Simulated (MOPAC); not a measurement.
Input file for MOPAC: PM6 on CH5IS (a complex), monomers drawn apart or pushed together.

```
PM6 1SCF PRECISE CHARGE=0 THREADS=1
CH5IS

S     -0.14422109 1    -0.46618844 1    -0.68130623 1
H     -0.54897267 1    -1.74027228 1    -0.80640901 1
H     -0.89930460 1    -0.27559249 1     0.41601608 1
C      1.17466919 1    -1.16790980 1     2.64050029 1
I     -0.89544612 1    -0.77952259 1     3.11107252 1
H      1.39709951 1    -2.17328140 1     2.97866514 1
H      1.27568401 1    -1.07082677 1     1.56490766 1
H      1.76627029 1    -0.42976278 1     3.16940950 1
```

It printed:

```
*******************************************************************************
 **                                                                           **
 **                              MOPAC v23.2.5                                **
 **                                                                           **
 *******************************************************************************
 ** MOPAC's Digital Object Identifier: https://doi.org/10.5281/zenodo.6511958 **
 **                                                                           **
 ** Please cite the open-source release paper for use of this MOPAC version:  **
 ** J. E. Moussa and J. J. P. Stewart (2026)                                  **
 ** MOPAC: An open-source semiempirical molecular orbital program             **
 ** J. Open Source Softw., 11(119), 8025, https://doi.org/10.21105/joss.08025 **
 *******************************************************************************

                              PM6 CALCULATION RESULTS

 *******************************************************************************
 *  PM6        - The PM6 Hamiltonian to be used
 *
 *
 *
 *                 CHARGE ON SYSTEM = 0
 *
 *
 *
 *  PRECISE    - TIGHTER CRITERIA TO BE USED
 *  1SCF       - DO 1 SCF AND THEN STOP
 *  THREADS=1  - MULTI-THREADING NOT USED
 *  T=         - A TIME OF 172800.0 SECONDS REQUESTED
 *  DUMP=N     - RESTART FILE WRITTEN EVERY 7200.0 SECONDS REQUESTED
 *******************************************************************************
PM6 1SCF PRECISE CHARGE=0 THREADS=1
 CH5IS

   ATOM   CHEMICAL          X               Y               Z
  NUMBER   SYMBOL      (ANGSTROMS)     (ANGSTROMS)     (ANGSTROMS)

     1       S         -0.14422109  *  -0.46618844  *  -0.68130623  *
     2       H         -0.54897267  *  -1.74027228  *  -0.80640901  *
     3       H         -0.89930460  *  -0.27559249  *   0.41601608  *
     4       C          1.17466919  *  -1.16790980  *   2.64050029  *
     5       I         -0.89544612  *  -0.77952259  *   3.11107252  *
     6       H          1.39709951  *  -2.17328140  *   2.97866514  *
     7       H          1.27568401  *  -1.07082677  *   1.56490766  *
     8       H          1.76627029  *  -0.42976278  *   3.16940950  *



          CARTESIAN COORDINATES

    NO.       ATOM           X           Y           Z

     1         S         -0.1442     -0.4662     -0.6813
     2         H         -0.5490     -1.7403     -0.8064
     3         H         -0.8993     -0.2756      0.4160
     4         C          1.1747     -1.1679      2.6405
     5         I         -0.8954     -0.7795      3.1111
     6         H          1.3971     -2.1733      2.9787
     7         H          1.2757     -1.0708      1.5649
     8         H          1.7663     -0.4298      3.1694

 General Reference for PM6:
 "Optimization of Parameters for Semiempirical Methods V: Modification of NDDO Approximations
 and Application to 70 Elements", J. J. P. Stewart, J. Mol. Mod., 13, 1173-1213 (2007)
 URL: https://link.springer.com/article/10.1007/s00894-007-0233-4

           Empirical Formula: C H5 S I  =     8 atoms



      MOLECULAR POINT GROUP   :   C1


      RHF CALCULATION, NO. OF DOUBLY OCCUPIED LEVELS = 11


 -------------------------------------------------------------------------------
 PM6 1SCF PRECISE CHARGE=0 THREADS=1
 CH5IS



     1SCF WAS SPECIFIED, SO BFGS WAS NOT USED
     SCF FIELD WAS ACHIEVED


                              PM6 CALCULATION
                                                       MOPAC v23.2.5 Linux




          FINAL HEAT OF FORMATION =          3.70991 KCAL/MOL =      15.52225 KJ/MOL


          COSMO AREA              =        132.41 SQUARE ANGSTROMS
          COSMO VOLUME            =        120.87 CUBIC ANGSTROMS

          IONIZATION POTENTIAL    =          9.429854 EV
          HOMO LUMO ENERGIES (EV) =         -9.430 -1.046
          NO. OF FILLED LEVELS    =         11
          MOLECULAR WEIGHT        =        176.0150         POINT GROUP:  C1

          MOLECULAR DIMENSIONS (Angstroms)

            Atom       Atom       Distance
            H     8    H     2     4.78382
            H     3    H     6     2.83481
            S     1    I     5     2.74811


          SCF CALCULATIONS        =          1





   ATOM   CHEMICAL          X               Y               Z
  NUMBER   SYMBOL      (ANGSTROMS)     (ANGSTROMS)     (ANGSTROMS)

     1       S         -0.14422109  *  -0.46618844  *  -0.68130623  *
     2       H         -0.54897267  *  -1.74027228  *  -0.80640901  *
     3       H         -0.89930460  *  -0.27559249  *   0.41601608  *
     4       C          1.17466919  *  -1.16790980  *   2.64050029  *
     5       I         -0.89544612  *  -0.77952259  *   3.11107252  *
     6       H          1.39709951  *  -2.17328140  *   2.97866514  *
     7       H          1.27568401  *  -1.07082677  *   1.56490766  *
     8       H          1.76627029  *  -0.42976278  *   3.16940950  *

                             CARTESIAN COORDINATES

   1    S       -0.144221090    -0.466188440    -0.681306230
   2    H       -0.548972670    -1.740272280    -0.806409010
   3    H       -0.899304600    -0.275592490     0.416016080
   4    C        1.174669190    -1.167909800     2.640500290
   5    I       -0.895446120    -0.779522590     3.111072520
   6    H        1.397099510    -2.173281400     2.978665140
   7    H        1.275684010    -1.070826770     1.564907660
   8    H        1.766270290    -0.429762780     3.169409500


           Empirical Formula: C H5 S I  =     8 atoms



      MOLECULAR POINT GROUP   :   C1


                  EIGENVALUES
 -30.40870 -25.76770 -19.71186 -15.33950 -15.18259 -14.36689 -12.40517 -11.93982
 -10.10782  -9.96940  -9.42985  -1.04582   0.49260   1.30575   2.09963   2.20006
   2.22366   3.15523   3.93497   5.06345   5.14290   5.88832 110.20111 110.28238
 110.31486 110.64643 110.66613


              NET ATOMIC CHARGES AND DIPOLE CONTRIBUTIONS

  ATOM NO.   TYPE          CHARGE      No. of ELECS.   s-Pop       p-Pop       d-Pop
    1          S          -0.414906        6.4149     1.91913     4.35364     0.14214
    2          H           0.189416        0.8106     0.81058
    3          H           0.216475        0.7835     0.78352
    4          C          -0.481607        4.4816     1.09406     3.38755
    5          I          -0.092709        7.0927     1.98185     5.10609     0.00476
    6          H           0.189037        0.8110     0.81096
    7          H           0.203464        0.7965     0.79654
    8          H           0.190831        0.8092     0.80917
 DIPOLE           X         Y         Z       TOTAL
 POINT-CHG.     0.669    -1.306     0.702     1.626
 HYBRID        -0.391     0.257    -0.002     0.468
 SUM            0.277    -1.049     0.700     1.291


          ATOMIC ORBITAL ELECTRON POPULATIONS

     Atom    s        px        py        pz      x^2-y^2     xz        z^2       yz        xy
    1  S   1.91913   1.68092   1.21647   1.45624   0.03891   0.04567   0.03415   0.00341   0.02000
    2  H   0.81058
    3  H   0.78352
    4  C   1.09406   0.96900   1.20585   1.21270
    5  I   1.98185   1.18887   1.97076   1.94647   0.00191   0.00098   0.00094   0.00007   0.00086
    6  H   0.81096
    7  H   0.79654
    8  H   0.80917

 **********************
 *                    *
 * JOB ENDED NORMALLY *
 *                    *
 **********************




 == MOPAC DONE ==
```

The run finished.

Cost: very roughly 0.04 core-seconds.
